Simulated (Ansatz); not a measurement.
Relaxation of Cl₂H₇SiW (11 atoms, charge 0, multiplicity 2), to a largest force component of 0.03 eV/Å in at most 50 steps.

Theory: UHF/def2-SVP in Ansatz.

```xyz
11
Properties=species:S:1:pos:R:3:forces:R:3
W 0.000 0.000 -0.359 0.00 0.00 -2.76
Cl 0.000 0.000 2.127 0.00 0.00 4.73
H 1.610 0.000 0.219 0.01 0.00 0.01
H -0.001 1.610 0.220 0.00 0.01 0.00
H -1.610 0.000 0.218 -0.01 0.00 0.01
H -0.001 -1.610 0.220 0.00 -0.01 0.00
Cl 0.001 0.000 -2.651 0.00 0.00 -0.06
Si 0.000 0.000 5.393 0.00 0.00 -1.96
H -0.783 -1.220 5.535 -0.01 -0.02 0.01
H 1.448 -0.068 5.535 0.02 0.00 0.01
H -0.665 1.288 5.535 -0.01 0.02 0.01
```

Problem. Where does it end, and by what steps?

Solution. It converged. The force dipped under the threshold on the way, but the program's further checks kept it going. After 13 steps the energy has fallen by 4.069 eV; Cl2 moved furthest, 1.37 Å. Parted: W1–Cl2 (2.49 → 4.53 Å). Joined: Cl2–Si8 (3.27 → 2.07 Å).

```json
{"step": "0", "energy less start (eV)": "0.0000", "largest force component (eV/Å)": "4.726", "accepted": "yes"}
{"step": "1", "energy less start (eV)": "-1.1117", "largest force component (eV/Å)": "3.823", "accepted": "yes"}
{"step": "2", "energy less start (eV)": "-2.2317", "largest force component (eV/Å)": "3.852", "accepted": "yes"}
{"step": "3", "energy less start (eV)": "-3.3368", "largest force component (eV/Å)": "3.223", "accepted": "yes"}
{"step": "4", "energy less start (eV)": "-3.8708", "largest force component (eV/Å)": "1.554", "accepted": "yes"}
{"step": "5", "energy less start (eV)": "-3.7964", "largest force component (eV/Å)": "3.482", "accepted": "no"}
{"step": "6", "energy less start (eV)": "-3.9883", "largest force component (eV/Å)": "0.195", "accepted": "yes"}
{"step": "7", "energy less start (eV)": "-4.0286", "largest force component (eV/Å)": "0.088", "accepted": "yes"}
{"step": "8", "energy less start (eV)": "-4.0542", "largest force component (eV/Å)": "0.127", "accepted": "yes"}
{"step": "9", "energy less start (eV)": "-4.0615", "largest force component (eV/Å)": "0.053", "accepted": "yes"}
{"step": "10", "energy less start (eV)": "-4.0648", "largest force component (eV/Å)": "0.012", "accepted": "yes"}
{"step": "11", "energy less start (eV)": "-4.0683", "largest force component (eV/Å)": "0.024", "accepted": "yes"}
{"step": "12", "energy less start (eV)": "-4.0689", "largest force component (eV/Å)": "0.016", "accepted": "yes"}
{"step": "13", "energy less start (eV)": "-4.0690", "largest force component (eV/Å)": "0.003", "accepted": "yes"}
```

```xyz
11
Properties=species:S:1:pos:R:3
W 0.000 0.000 -1.027
Cl 0.002 0.000 3.499
H 1.475 0.000 -0.215
H -0.001 1.476 -0.216
H -1.477 0.000 -0.218
H -0.001 -1.476 -0.217
Cl 0.002 0.000 -3.317
Si 0.001 0.000 5.574
H -0.755 -1.175 6.042
H 1.395 -0.066 6.044
H -0.641 1.241 6.043
```

Whether the end is a true minimum wasn't checked by a vibrational analysis.

Time of the run: 36 s on 4 threads of Arm Neoverse V2, on a shared host, peak memory 0.41 GiB.
